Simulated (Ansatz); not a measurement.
Input file for Ansatz (an electronic-structure program): R-r2SCAN/def2-TZVPP on methylammonium (SMILES C[NH3+]), atoms moved off the minimum. Charge +1.

Ansatz 0.2 input:
```yaml
crystal:
  periodic: [false, false, false]
  atoms:
    - {symbol: C, position_ang: [-0.81830673, 0.11132085, 0.01737060]}
    - {symbol: N, position_ang: [0.66533720, -0.11659682, -0.00024399]}
    - {symbol: H, position_ang: [-1.18658161, -0.54699184, -0.68863086]}
    - {symbol: H, position_ang: [-0.94609904, 1.13758913, -0.27959193]}
    - {symbol: H, position_ang: [-1.18716830, -0.13066264, 0.96749122]}
    - {symbol: H, position_ang: [0.93147340, -1.08727550, 0.13196222]}
    - {symbol: H, position_ang: [1.21587191, 0.50113079, 0.66414117]}
    - {symbol: H, position_ang: [1.17489419, 0.07629894, -0.95831545]}
basis:
  gaussian:
    orbitals: def2-TZVPP
hamiltonian:
  xc: {name: r2SCAN}
total_charge: 1
scf: {lower_state_search: off}
output: {forces: true}
```

It printed:

```
WARN ansatz: RAYON_NUM_THREADS=1 ignored (pool sized by the plan → 1); use --threads N
Functional definition: r2SCAN
these checks for a lower state are left out or cut short: stability, starts, cluster_reference, orbital_swaps, neighbouring_geometries, increment
integrals: 0.04 GiB planned
689 factors; their error is unknown
mean field: 0.43 GiB planned
mean field evaluation 1: about -2602.0996 eV, gradient 8.7e1 eV
mean field evaluation 2: about -2590.7590 eV, gradient 1.1e2 eV
mean field evaluation 4: about -2617.1423 eV, gradient 6.4e0 eV
mean field evaluation 8: about -2617.2280 eV, gradient 2.2e-2 eV
mean field evaluation 16: about -2617.2110 eV, gradient 2.6e-5 eV
mean field -2617.21101160 eV, -96.1807306670 hartree, gradient 1.9e-6 eV, S^2 0.000000; 0 other end points of the search recorded, 0 dependent functions left out
the calculation of the forces begins
reference -2617.21102056 eV, -96.1807309963 hartree; 9, 9 occupied and 137, 137 virtual orbitals, 689 factors
Total energy: -2617.21102056 eV, -96.1807309963 hartree
Atom 0 at    -0.818307     0.111321     0.017371 Å, force     1.841628     1.095087    -0.421649 eV/Å
Atom 1 at     0.665337    -0.116597    -0.000244 Å, force     2.908213     1.240635    -1.530346 eV/Å
Atom 2 at    -1.186582    -0.546992    -0.688631 Å, force    -1.101164    -1.163167    -1.494121 eV/Å
Atom 3 at    -0.946099     1.137589    -0.279592 Å, force    -0.468787     0.298013     0.094372 eV/Å
Atom 4 at    -1.187168    -0.130663     0.967491 Å, force    -0.456790    -0.080939     1.397412 eV/Å
Atom 5 at     0.931473    -1.087276     0.131962 Å, force    -0.110916    -0.298337     0.668832 eV/Å
Atom 6 at     1.215872     0.501131     0.664141 Å, force    -0.928012    -1.022948    -0.563953 eV/Å
Atom 7 at     1.174894     0.076299    -0.958315 Å, force    -1.684173    -0.068344     1.849453 eV/Å
Dipole moment:     0.491059    -0.068140    -0.036077 e Å
Checks for a lower state left out: stability, starts, cluster_reference, orbital_swaps, neighbouring_geometries, increment
```

The run converged.

Cost: about 0.9 core-seconds (a rough figure).
